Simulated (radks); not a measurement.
Charge is removed step by step from the 4d5/2 level of neutral osmium, starting from [Kr] 4d(3/2: 4, 5/2: 6) 4f14 5s2 5p6 5d6 6s2. Calculated with a radial shooting solver on a logarithmic mesh with Libxc functionals: Dirac Kohn-Sham, BLYP, spin-unpolarised, spherical densities, finite nucleus; open shells fill j = l - 1/2 first; Fermi nuclear charge, rms radius 5.4126 fm.

\begin{tabular}{lrrr}
removed (e) & E - E(0) (eV) & eigenvalue (eV) & E minus straight line (eV) \\ \hline
0 & 0.000 & -265.72 & 0.000 \\
0.1 & 26.681 & -267.90 & -1.028 \\
0.2 & 53.581 & -270.12 & -1.836 \\
0.3 & 80.705 & -272.36 & -2.420 \\
0.4 & 108.06 & -274.65 & -2.779 \\
0.5 & 135.63 & -276.96 & -2.907 \\
0.6 & 163.45 & -279.30 & -2.803 \\
0.7 & 191.50 & -281.67 & -2.463 \\
0.8 & 219.78 & -284.07 & -1.884 \\
0.9 & 248.31 & -286.50 & -1.064 \\
1 & 277.08 & -288.95 & 0.000 \\
\end{tabular}

Removing the whole electron costs 277.08 eV by Delta-SCF, against 265.72 eV from minus the eigenvalue at the starting occupation. Slater's transition state (half an electron removed) gives 276.96 eV. Integrating minus the eigenvalue over the occupation (Janak's theorem) gives 277.08 eV. The mean slope of the eigenvalue, de/dn, is 23.2 eV per electron.
